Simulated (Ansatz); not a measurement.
Mulliken charges of B$_{2}$H$_{6}$S$_{2}$, SMILES `[BH2-]1[SH+][BH2-][SH+]1` from PBE/def2-TZVPP in Ansatz (PBE0-D4/def2-TZVP geometry).

| atom | x (Å) | y (Å) | z (Å) | charge (e) |
| --- | --- | --- | --- | --- |
| B1 | -0.594 | 1.014 | -0.541 | -0.168 |
| S2 | -0.927 | -0.914 | -0.669 | -0.014 |
| B3 | 0.179 | -0.879 | 0.950 | -0.168 |
| S4 | 0.947 | 0.903 | 0.666 | -0.014 |
| H5 | -0.355 | 1.538 | -1.589 | 0.042 |
| H6 | -1.493 | 1.459 | 0.115 | 0.024 |
| H7 | 0.031 | -1.225 | -1.561 | 0.116 |
| H8 | 0.990 | -1.756 | 1.004 | 0.042 |
| H9 | -0.584 | -0.765 | 1.866 | 0.024 |
| H10 | 1.887 | 0.574 | -0.239 | 0.116 |

By hand: the dipole of these point charges (1 e Å = 4.8032 D).

Σ q r = (0.269, -0.091, -0.254) e Å, of length 0.381 e Å = 1.83 D.

How does the dipole of the full density compare? (Best estimate.)

Computed: (0.298, -0.100, -0.282) e Å, 2.03 D; the point charges give 0.90 times that, at 0° from its direction.

Point charges leave out the atoms' own dipoles, such as those of lone pairs, and Mulliken's split depends on the basis, so the close match here is no proof of good charges.
